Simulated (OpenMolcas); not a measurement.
Pd3+: ligand-field states by method

Pd3+ with its 6 nearest fluoride ions at 2.108 Å, on the Y site of Cs2NaYF6 (a = 9.075 Å, distance in the model lattice 2.178 Å). The rest of the host is ab initio model potentials to 7.6 Å, with orthogonalisation functions on the cations behind the ligands, and point charges beyond; the distance is set by hand and nothing relaxes. Ligand basis ANO-RCC-VDZP.
```
Pd    0.0000    0.0000    0.0000
F     2.1080    0.0000    0.0000
F     0.0000    2.1080    0.0000
F    -2.1080    0.0000    0.0000
F     0.0000   -2.1080    0.0000
F     0.0000    0.0000    2.1080
F     0.0000    0.0000   -2.1080
```

```json
{
  "Program": "OpenMolcas 26.06",
  "Basis": "ANO-RCC-VTZP [7s6p4d2f1g]",
  "Scalar Hamiltonian": "DKH2, point nucleus",
  "Active space": "7 electrons in 5 orbitals (4d)",
  "State averaging": "2S+1 = 4 even, 10 roots; 2S+1 = 2 even, 40 roots",
  "Spin-orbit coupling": "RASSI with atomic mean-field integrals over the reference wave functions"
}
```

I. CASSCF
II. SS-CASPT2, IPEA 0.25 Eh, imaginary shift 0.1 Eh (closed shells correlated: 4s 4p and the ligand valence shells)
III. SS-CASPT2, IPEA 0.25 Eh, sigma2 regulariser 0.3 Eh (closed shells correlated: 4s 4p and the ligand valence shells)

Spin-free states (labels of O, the rotations of Oh) in cm-1, each column counted from its own energy of the first state listed:

| State | Degeneracy | I | II | III |
| --- | --- | --- | --- | --- |
| 4T1 | 3 | 0 | 0 | 0 |
| 2E | 2 | 419 | -8420 | -8450 |
| 2S+1 = 2 | 3 | 13876 | 7680 | 7680 |
| 4T2 | 3 | 14186 | 19220 | 19200 |
| 2S+1 = 2 | 3 | 14310 | 8960 | 9050 |

II puts a state of multiplicity 2 lowest, 8400 cm-1 below that state. III puts a state of multiplicity 2 lowest, 8400 cm-1 below that state.

From I to II, I's first state of the same spin (4T2) moves from 14186 to 19220 cm-1, by about +5000 cm-1.

From I to II, I's first state of another spin (2E) moves from 419 to -8420 cm-1, by about -8800 cm-1.

I: A least-squares ligand-field fit to the states below 45000 cm-1, each weighted by its degeneracy and with a free common offset, gives 10Dq = 16133 cm-1, B = 815 cm-1 and C = 3391 cm-1 (C/B = 4.16), with an rms deviation of 338 cm-1. The same method and metal basis give the free ion B = 997 cm-1 (fit to its terms below 60000 cm-1, rms deviation 13 cm-1), so the nephelauxetic ratio is β = 815 / 997 = 0.82; it hangs on how both fits weigh the states, and computed free-ion B values tend to be too large, so β mixes covalency with correlation.

χT at 300 K: I 2.26, II 0.51, III 0.51 cm3 K/mol.

Roots that are degenerate in the reference are averaged as groups; the widest CASPT2 spread within a group is 84 cm-1 (the 3-fold group of multiplicity 2 near 18900 cm-1 above the lowest state of its run, III). Shifts and gaps below about the spread of the groups concerned are not significant. Over all roots computed the reference weight is 0.68 to 0.71 in II, 0.68 to 0.71 in III; a low but even weight reflects the number of correlated electrons. The least metal-like active orbital is 81 % on the metal (Löwdin) and no ligand orbital is active, so the numbers are rough. Ligand-to-metal charge-transfer states are missing. With no ligand orbital active B as a rule stays too high, so bands that hang on it stand too high and its fall with covalency is understated. An orbital triplet at a regular site is open to Jahn-Teller coupling, which can distort the site and quench the lowest spin-orbit gaps and is left out (holds for I). Without dynamic correlation the repulsion within the d shell is too large (B by tens of per cent), so at a given field states of lower spin stand too high (holds for I). This shell can be high or low spin here, a state of another spin lies low, and with metal d orbitals alone active their balance is uncertain, so the ground spin may be wrong (holds for I). With metal d orbitals alone the field can be off either way by tens of per cent (holds for I). An orbital doublet at a regular site is open to a Jahn-Teller distortion, which this geometry leaves out (holds for II; III). This shell can be high or low spin here, a state of another spin lies low, and with metal d orbitals alone active their balance is uncertain, so the ground spin may be wrong, although the usual error favours high spin (holds for II; III). These CASPT2 states fit no ligand-field parameters well, so their order and spin gaps are uncertain (holds for II; III). With one d shell and no ligand orbital active, 10Dq can be off by a tenth or more (holds for II; III). No measured value stands beside these numbers; the geometry was set by hand and not optimised.

A state without a sure symmetry label is named by its multiplicity alone.
